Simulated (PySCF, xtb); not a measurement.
Ranking isomers of H3SbSi

3 gas-phase structures of H3SbSi, found in a search over its isomers (lower ones may exist). Each was relaxed with GFN2-xTB; where two conformers were screened, the lower at r2SCAN-D4/def2-SVP is listed:

A. `[SiH][SbH2]`, a triplet
B. `[SiH2]=[SbH]`, a singlet
C. `[SiH][SbH2]`, a singlet

Task: Make a reasoned guess at their ranking by r2SCAN-D4/def2-SVP single-point energy.

Result: Calculated order at r2SCAN-D4/def2-SVP: B (0.0), C (28.5), A (36.2) kcal/mol.

Energies above the lowest of each column, in kcal/mol; the last columns are at PBE0-D3(BJ)/def2-SVP geometries and were run for some of them only (a dash: not run or not comparable):

| structure | GFN2-xTB | HF/STO-3G | r2SCAN-D4/def2-SVP | PBE0-D3(BJ)/def2-SVP | CCSD(T)/def2-TZVP |
| --- | --- | --- | --- | --- | --- |
| B | 0.0 | 0.0 | 0.0 | 0.0 | 0.0 |
| C | 13.3 | 7.4 | 28.5 | 24.2 | 25.3 |
| A | – | 18.5 | 36.2 | – | – |

Every level run on B puts it lowest or level with the lowest. Flexible structures stand in one conformer each, not always the lowest. Frequencies (GFN2-xTB) were run for B, C alone. GFN2-xTB has no spin polarisation and isn't compared across spin states. Open shells are spin-unrestricted. Atoms past krypton carry core potentials in the def2 sets, without spin–orbit terms.

Programs: PySCF 2.14.0, xtb 6.7.1.
